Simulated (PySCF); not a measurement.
Atomic charges by several schemes

Species: C6H4BrF.
Atom-mapped SMILES: `[F:1][c:2]1[cH:3][cH:4][cH:5][cH:6][c:7]1[Br:8]` (hydrogens: H9 on C3; H10 on C4; H11 on C5; H12 on C6)

Geometry (PBE0-D3(BJ)/def2-SVP, Å), atoms numbered from 1 in this order:
```
atom  x, y, z in Å
F1     0.393   -2.740    0.305
C2    -0.266   -1.604    0.127
C3    -1.651   -1.629    0.017
C4    -2.348   -0.438   -0.166
C5    -1.658    0.772   -0.240
C6    -0.269    0.791   -0.132
C7     0.434   -0.398    0.052
Br8    2.306   -0.404    0.201
H9    -2.160   -2.593    0.079
H10   -3.436   -0.457   -0.251
H11   -2.200    1.709   -0.381
H12    0.284    1.731   -0.187
```

Density: PBE0/pcSseg-1 (PySCF); schemes: Mulliken, IAO, Hirshfeld and ESP-fitted. Geometry: PBE0-D3(BJ)/def2-SVP; no solvent, vibrations or thermal averaging. The calculation is non-relativistic, for bromine too.

Problem. What partial charge does each atom carry?

Solution. In e:

```csv
atom,environment,Mulliken,IAO,Hirshfeld,ESP-fitted
F1,aryl fluorine,-0.253,-0.249,-0.069,-0.241
C2,aromatic C–F carbon,+0.490,+0.291,+0.079,+0.678
C3,aromatic CH carbon,-0.160,-0.186,-0.063,-0.486
C4,aromatic CH carbon,-0.061,-0.141,-0.041,+0.040
C5,aromatic CH carbon,-0.089,-0.156,-0.049,-0.362
C6,aromatic CH carbon,+0.047,-0.145,-0.052,+0.174
C7,aromatic C–Br carbon,-0.380,-0.115,-0.025,-0.459
Br8,aryl bromine,-0.035,+0.041,-0.008,+0.027
H9,aromatic hydrogen,+0.121,+0.171,+0.060,+0.216
H10,aromatic hydrogen,+0.108,+0.160,+0.058,+0.134
H11,aromatic hydrogen,+0.107,+0.160,+0.057,+0.184
H12,aromatic hydrogen,+0.104,+0.169,+0.054,+0.097
```

Mean size of the charges over all atoms: ESP-fitted 0.258 e, IAO 0.165 e, Mulliken 0.163 e, Hirshfeld 0.051 e. Each set sums to the total charge, 0, to within 0.001 e. The ESP scheme fits charges at the nuclei, held to the total charge, to the electrostatic potential on points at 1.4 to 2.0 times the van der Waals radii.

Lowest charge. The schemes don't all agree: Mulliken C7 (-0.380); IAO F1 (-0.249); Hirshfeld F1 (-0.069); ESP-fitted C3 (-0.486).

Highest charge. All schemes agree: Mulliken C2 (+0.490); IAO C2 (+0.291); Hirshfeld C2 (+0.079); ESP-fitted C2 (+0.678).

Problem. Sum the charges by element, for elements with more than one atom.

Solution. 
| element | atoms | Mulliken | IAO | Hirshfeld | ESP-fitted |
| --- | --- | --- | --- | --- | --- |
| C | 6 | -0.152 | -0.452 | -0.152 | -0.415 |
| H | 4 | +0.440 | +0.660 | +0.229 | +0.630 |

Problem. How many electrons does the Mulliken scheme count on C7?

Solution. Z − q = 6 − (-0.380) = 6.380.

Problem. How closely do the schemes follow one another over all atoms?

Solution. Correlation coefficient and root-mean-square difference: IAO with Hirshfeld 0.99, 0.122 e; Mulliken with ESP-fitted 0.92, 0.149 e; Mulliken with IAO 0.82, 0.121 e; IAO with ESP-fitted 0.79, 0.213 e; Mulliken with Hirshfeld 0.76, 0.174 e; Hirshfeld with ESP-fitted 0.74, 0.283 e.
